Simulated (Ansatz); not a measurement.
Compare A (`C=NC[SiH3]`) with its isomer B (`C=N[SiH2]C`).

Gas-phase electronic energies from Ansatz, PBE0-D4/def2-TZVP geometries. CBS: MP2 limit from def2 TZ/QZ plus the TZ coupled-cluster correction, frozen cores. DFT in def2-TZVPP. B3LYP here is the variant with VWN-RPA as its local correlation; programs differ in this. One conformer a species, not always the lowest.

A:

```xyz
11

C     1.038    0.033   -1.727
N     1.136   -0.085   -0.477
C     0.065   -0.717    0.241
Si   -0.834    0.568    1.299
H     1.832    0.534   -2.278
H     0.184   -0.351   -2.304
H     0.486   -1.458    0.929
H    -0.661   -1.231   -0.411
H    -1.442    1.600    0.417
H     0.109    1.218    2.242
H    -1.912   -0.111    2.069
```

B:

Z-matrix (Å, degrees):
```
Si
N 1 1.747
C 1 1.862 2 108.8
H 1 1.497 2 110.9 3 121.9
H 1 1.486 2 106.9 3 -119.7
C 2 1.257 1 124.0 3 -122.3
H 3 1.093 1 110.6 2 -177.0
H 3 1.092 1 110.4 2 -57.0
H 3 1.092 1 110.8 2 63.0
H 6 1.097 2 120.4 1 179.6
H 6 1.103 2 124.2 1 -0.4
```

(1) Which isomer does CCSD(T)/CBS put lower? Give the gap. (Estimate.)

(2) Give E(B) − E(A) in kcal/mol with B3LYP, r2SCAN-D4, MP2/def2-TZVPP, ωB97M-V, HF/def2-TZVPP, PBE-D4, BLYP-D4. (An estimate is asked.)

(3) Does the order hold for the free energy at 298.15 K (harmonic terms from PBE0-D4)? (An estimate is asked.)

Largest T1 diagnostic: 0.012.

Results:

(1) Computed: B, by 25.0 kcal/mol.

(2) Computed: B3LYP -24.5, r2SCAN-D4 -24.8, MP2/def2-TZVPP -25.5, ωB97M-V -25.2, HF/def2-TZVPP -26.6, PBE-D4 -22.5, BLYP-D4 -23.5. None reverses the order clearly.

(3) The calculation gave: Yes: G(B) − G(A) = -24.5 kcal/mol, for one conformer each.

Leaving LDA and LC-ωPBE aside and taking each functional with its dispersion term where it has one, the values, not all of them listed here, spread over 3.5 kcal/mol, from B97M-V to revPBE-D4. LDA lies +1.2 kcal/mol from PBE without D4. From PBE to PBE0 (25 % exact exchange), in def2-TZVPP and without D4, E(B) − E(A) moves by −1.1 kcal/mol.
